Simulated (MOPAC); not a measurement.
MOPAC input (PM3):

```
PM3 FORCE THERMO(298,298) PRECISE LET CHARGE=-1 GEO-OK AUX(PRECISION=9) THREADS=1
CH6ClSi2

Si   -2.48282669 1    0.01712399 1    0.08461114 1
C    -0.82371489 1    0.92142348 1    0.12806158 1
Si    0.30784102 1   -0.50826000 1    0.04283292 1
Cl    2.40950019 1    0.14691784 1   -0.14526889 1
H    -2.52169230 1   -0.45202112 1   -1.36135824 1
H    -2.09045610 1   -1.31757673 1    0.72006342 1
H    -0.71010153 1    1.62546692 1   -0.70518069 1
H    -0.71065410 1    1.50127225 1    1.05342929 1
H     0.13433656 1   -1.36884920 1   -1.17264625 1
H     0.35100688 1   -1.35259955 1    1.28178049 1
```

Output:

```
 *******************************************************************************
 **                                                                           **
 **                              MOPAC v23.2.5                                **
 **                                                                           **
 *******************************************************************************
 ** MOPAC's Digital Object Identifier: https://doi.org/10.5281/zenodo.6511958 **
 **                                                                           **
 ** Please cite the open-source release paper for use of this MOPAC version:  **
 ** J. E. Moussa and J. J. P. Stewart (2026)                                  **
 ** MOPAC: An open-source semiempirical molecular orbital program             **
 ** J. Open Source Softw., 11(119), 8025, https://doi.org/10.21105/joss.08025 **
 *******************************************************************************

                              PM3 CALCULATION RESULTS

 *******************************************************************************
 *  PM3        - The PM3 Hamiltonian to be used
 *  GEO-OK     - OVERRIDE INTERATOMIC DISTANCE AND OTHER SAFETY CHECKS
 *
 *
 *
 *                 CHARGE ON SYSTEM = -1
 *
 *
 *
 *  LET        - OVERRIDE SOME SAFETY CHECKS
 *  PRECISE    - TIGHTER CRITERIA TO BE USED
 *  FORCE      - FORCE CALCULATION SPECIFIED
 *  AUX        - OUTPUT AUXILIARY INFORMATION
 *  THERMO     - THERMODYNAMIC QUANTITIES TO BE CALCULATED
 *******************************************************************************
PM3 FORCE THERMO(298,298) PRECISE LET CHARGE=-1 GEO-OK AUX(PRECISION=9) THREADS=1
 CH6ClSi2

   ATOM   CHEMICAL          X               Y               Z
  NUMBER   SYMBOL      (ANGSTROMS)     (ANGSTROMS)     (ANGSTROMS)

     1      Si         -2.48282669  *   0.01712399  *   0.08461114  *
     2       C         -0.82371489  *   0.92142348  *   0.12806158  *
     3      Si          0.30784102  *  -0.50826000  *   0.04283292  *
     4      Cl          2.40950019  *   0.14691784  *  -0.14526889  *
     5       H         -2.52169230  *  -0.45202112  *  -1.36135824  *
     6       H         -2.09045610  *  -1.31757673  *   0.72006342  *
     7       H         -0.71010153  *   1.62546692  *  -0.70518069  *
     8       H         -0.71065410  *   1.50127225  *   1.05342929  *
     9       H          0.13433656  *  -1.36884920  *  -1.17264625  *
    10       H          0.35100688  *  -1.35259955  *   1.28178049  *

          CARTESIAN COORDINATES

    NO.       ATOM           X           Y           Z

     1        Si         -2.4828      0.0171      0.0846
     2         C         -0.8237      0.9214      0.1281
     3        Si          0.3078     -0.5083      0.0428
     4        Cl          2.4095      0.1469     -0.1453
     5         H         -2.5217     -0.4520     -1.3614
     6         H         -2.0905     -1.3176      0.7201
     7         H         -0.7101      1.6255     -0.7052
     8         H         -0.7107      1.5013      1.0534
[...]

 VIBRATION         20   20A           ATOM PAIR      ENERGY CONTRIBUTION    RADIAL
 FREQUENCY          1933.71         Si 3 -- H 10         +55.1% ( 73.8%)     98.6%
 TRANSITION DIPOLE   0.1650         Si 3 -- H  9         +44.4% ( 66.3%)     97.8%
 TRAVEL (Ang.)       0.2642         Si 1 -- Si 3          +0.1% (  3.4%)      1.5%
 REDUCED MASS        0.4997         Si 3 -- Cl 4          +0.1% (  3.4%)     10.5%
 EFFECTIVE MASS      1.2057
 FORCE CONSTANT      1.1008

 VIBRATION         21   21A           ATOM PAIR      ENERGY CONTRIBUTION    RADIAL
 FREQUENCY          1958.72         Si 1 -- H  5         +90.1% ( 95.4%)     99.6%
 TRANSITION DIPOLE   0.5893         Si 1 -- H  6          +9.5% ( 31.0%)     84.4%
 TRAVEL (Ang.)       0.2053         Si 1 -- Si 3          +0.2% (  4.0%)      1.0%
 REDUCED MASS        0.8170         Si 1 -- C  2          +0.2% (  4.0%)      1.4%
 EFFECTIVE MASS      1.3441
 FORCE CONSTANT      1.8467

 VIBRATION         22   22A           ATOM PAIR      ENERGY CONTRIBUTION    RADIAL
 FREQUENCY          1968.86         Si 1 -- H  6         +90.5% ( 95.1%)     99.6%
 TRANSITION DIPOLE   0.5041         Si 1 -- H  5          +9.1% ( 30.2%)     82.5%
 TRAVEL (Ang.)       0.2056         Si 1 -- Si 3          +0.1% (  3.5%)     16.7%
 REDUCED MASS        0.8100         Si 1 -- C  2          +0.1% (  3.5%)      6.0%
 EFFECTIVE MASS      1.2770
 FORCE CONSTANT      1.8499

 VIBRATION         23   23A           ATOM PAIR      ENERGY CONTRIBUTION    RADIAL
 FREQUENCY          3078.70         C  2 -- H  8         +54.5% ( 76.3%)     97.6%
 TRANSITION DIPOLE   0.2265         C  2 -- H  7         +43.7% ( 68.3%)     96.4%
 TRAVEL (Ang.)       0.2054         Si 1 -- C  2          +0.9% (  9.9%)      0.0%
 REDUCED MASS        0.5194         C  2 -- Si 3          +0.9% (  9.9%)      0.0%
 EFFECTIVE MASS      1.5070
 FORCE CONSTANT      2.9004

 VIBRATION         24   24A           ATOM PAIR      ENERGY CONTRIBUTION    RADIAL
 FREQUENCY          3151.59         C  2 -- H  7         +55.6% ( 73.3%)     98.1%
 TRANSITION DIPOLE   0.1988         C  2 -- H  8         +43.6% ( 64.9%)     96.8%
 TRAVEL (Ang.)       0.2090         Si 1 -- C  2          +0.4% (  6.0%)     35.9%
 REDUCED MASS        0.4896         C  2 -- Si 3          +0.4% (  6.0%)     43.2%
 EFFECTIVE MASS      1.2405
 FORCE CONSTANT      2.8652

      SYMMETRY NUMBER FOR POINT-GROUP C1  =  1

          SYSTEM IS A GROUND STATE

 CH6ClSi2

          MOLECULE IS NOT LINEAR

          THERE ARE 24 GENUINE VIBRATIONS IN THIS SYSTEM
          THIS THERMODYNAMICS CALCULATION IS LIMITED TO
          MOLECULES WHICH HAVE NO INTERNAL ROTATIONS

                    CALCULATED THERMODYNAMIC PROPERTIES
                                          *
   TEMP. (K)   PARTITION FUNCTION   H.O.F.    ENTHALPY  HEAT CAPACITY ENTROPY
                                   KCAL/MOL   CAL/MOLE    CAL/K/MOL  CAL/K/MOL

 298.00  VIB.     0.4297D+02                  2735.8438    18.6846    16.6535
         ROT.     0.1932D+06                   888.2803     2.9808    27.1676
         INT.     0.8300D+07                  3624.1241    21.6654    43.8211
         TRA.     0.1111D+28                  1480.4672     4.9680    39.9913
         TOT.                      -68.159    5104.5913    26.6334    83.8124

   *: NOTE: HEATS OF FORMATION ARE RELATIVE TO THE
            ELEMENTS IN THEIR STANDARD STATE AT 298K
              (=  Standard Enthalpy of Formation).

            Hvib:  Zero-point energy is not included.
                   frequencies of less than zero cm-1 are not included.
            Hrot = (3/2)RT
            Htra = (3/2)RT + pV = (5/2)RT

            Heat capacity is Cp, not Cv

          For more information, see: HTTP://OpenMOPAC.net/Manual/thermochemistry.html

           FORCE CONSTANT IN CARTESIAN COORDINATES (Millidynes/A)

    ATOM   CHEMICAL       X               Y               Z
   NUMBER   SYMBOL  FORCE CONSTANT  FORCE CONSTANT  FORCE CONSTANT

      1      Si        2.525556        2.523567        2.857068
      2       C        3.780877        4.818776        7.352666
      3      Si        2.010651        3.963391        3.565759
      4      Cl        1.210124        0.171393        0.139365
      5       H        0.363702        0.374614        1.954273
      6       H        0.440486        1.643731        0.683778
      7       H        1.212306        1.645177        3.704199
      8       H        1.148468        1.570927        3.819055
      9       H        0.537507        0.724531        1.394967
     10       H        0.355438        0.684839        1.641103

 **********************
 *                    *
 * JOB ENDED NORMALLY *
 *                    *
 **********************

 == MOPAC DONE ==
```

The dipole moment of an ion depends on the origin.
